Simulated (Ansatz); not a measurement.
Molecule: C$_{2}$H$_{5}$BCl (charge 0, doublet). It need not be the lowest isomer of its formula. 
Structure (B3LYP-D3(BJ)/def2-TZVP (Ansatz, a quantum-chemistry and plane-wave program) minimum search):
SMILES: [CH2]B(C)Cl
```xyz
9

B      0.0154    -0.3984    -0.1940
Cl     0.1174     1.2086     0.5786
C      1.3311    -1.0547    -0.5910
C     -1.4006    -1.0211    -0.4106
H      1.3676    -2.0300    -1.0658
H      2.2960    -0.5899    -0.4238
H     -1.9270    -1.1181     0.5442
H     -2.0211    -0.3589    -1.0226
H     -1.3716    -2.0019    -0.8876
```
Charge 0, spin multiplicity 2.

Basis-set convergence of Hartree-Fock and CCSD(T) correlation energies (hartree) with Ansatz. Valence correlation only, unless marked. Open shells are spin-unrestricted. No spin-orbit coupling. No relativistic terms.

| basis | functions | E(HF) | E(corr, CCSD(T)) |
|---|---|---|---|
| cc-pV(D+d)Z | 90 | -562.86943 | -0.54405 |
| cc-pV(T+d)Z | 199 | ? | ? |

Problem. What belongs in the gaps?

Solution. 
- cc-pV(T+d)Z, E(HF): -562.91154
- cc-pV(T+d)Z, E(corr, CCSD(T)): -0.68186
